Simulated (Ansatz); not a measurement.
Basis sets compared for Ge3Te7. Total charge 0; singlet. Geometry PBE-D4/def2-SVP. Ansatz on 4 threads of Intel Xeon on a shared host; times are rough, and most runs start from earlier orbitals.

Cartesian coordinates in Å:
```
Ge -0.9857 0.1456 -3.3466
Ge -0.8191 -1.6509 -1.6497
Ge 1.4944 -0.9590 1.1505
Te 0.8102 -1.0675 3.8520
Te 0.1942 -3.1592 0.1173
Te 1.4335 0.6207 -2.0071
Te -0.7738 0.3071 2.0353
Te 0.4087 2.9421 -0.9273
Te -2.5648 0.1520 -0.9913
Te 0.8024 2.6690 1.7668
```

In the def2 sets Te takes a core potential; there is no spin–orbit coupling. Another isomer (singlet) lies 1.06 eV lower at PBE0-D4/def2-SVP; other spin states weren't run for this one.

Binding counts from free atoms (Ge triplet, Te triplet) in the same basis, without a counterpoise term.

```tsv
level	functions	energy (Eh)	HOMO (eV)	LUMO (eV)	binding per atom (eV)	wall time
PBE-D4/def2-SVP	278	-8105.7573	-5.11	-3.79	2.69	17 s
PBE0-D4/def2-SVP	278	-8105.9993	-5.96	-3.30	2.48	51 s
```

(1) Estimate the rows for PBE-D4/def2-TZVP (with forces), PBE0-D4/def2-TZVP.

Answers

(1) 
```tsv
level	functions	energy (Eh)	HOMO (eV)	LUMO (eV)	binding per atom (eV)	wall time
PBE-D4/def2-TZVP (with forces)	494	-8106.6166	-5.13	-3.78	2.72	40 s
PBE0-D4/def2-TZVP	494	-8106.8558	-5.94	-3.24	2.52	2.6 min
```
